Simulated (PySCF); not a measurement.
Input for PySCF: U-HF/6-31G* on C2H5Al (SMILES C=[CH][AlH2]), a point of a bond scan (R = 2.941 Å).

```python
from pyscf import gto, scf, dft, mp
from pyscf.data.elements import chemcore

mol = gto.M(
    atom='''
    Al   -0.13640480    0.16293037    1.16257739
    H    -0.81514489    1.59101670    1.21761631
    H     0.17826312   -0.64444815    2.48571591
    C     0.29151772   -0.55237827   -0.58963342
    C     0.01802875    0.14494252   -1.69877918
    H     1.55493088   -3.18081893   -0.96878230
    H     0.24169125   -0.21989595   -2.69843926
    H    -0.44827436    1.12572183   -1.65786457
    ''',
    basis='6-31g*',
    cart=True,
    charge=0, spin=0, verbose=3, max_memory=1800)
mf = scf.UHF(mol)
mf.conv_tol = 1e-8
mf.max_cycle = 100
mf.init_guess_breaksym = True
mf.kernel()
if not mf.converged:
    mf = mf.newton().run(mf.mo_coeff, mf.mo_occ)
for _ in range(4):
    mo, _, stable, _ = mf.stability(return_status=True)
    if stable:
        break
    mf.kernel(mf.make_rdm1(mo, mf.mo_occ))
```

**Question.** Predict the final total energy.

**Answer.** -320.3746 hartree. Its determinant has ⟨S²⟩ = 1.21, a mixture of spin states.
